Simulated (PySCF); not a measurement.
SbF3, SMILES [F][Sb]([F])[F]. Heavy atoms are numbered as in [Sb:1]([F:2])([F:3])[F:4].

Geometry: PBE-D3(BJ)/def2-SVP. The isomer is the one that the SMILES or the coordinates give; other isomers of the formula were not compared. The def2 effective core potentials stand for the cores of Sb; spin–orbit coupling is left out.

The numbers are results of PySCF with M06-2X/def2-TZVPD, not measurements.

Mulliken values depend strongly on the basis, most of all with diffuse functions as here. ESP charges are fitted to the potential on shells at 1.4 to 2.0 van der Waals radii. Atomic charges (e), one atom of each kind:

| atom | ESP fit | Mulliken |
|---|---|---|
| Sb1 | ? | 1.86 |
| F2 | ? | -0.62 |

Question: Some entries are withheld; supply them. (The exact figures need the calculation; the answer reports its results.)

Answer: 
- Sb1, ESP fit: 0.87
- F2, ESP fit: -0.29
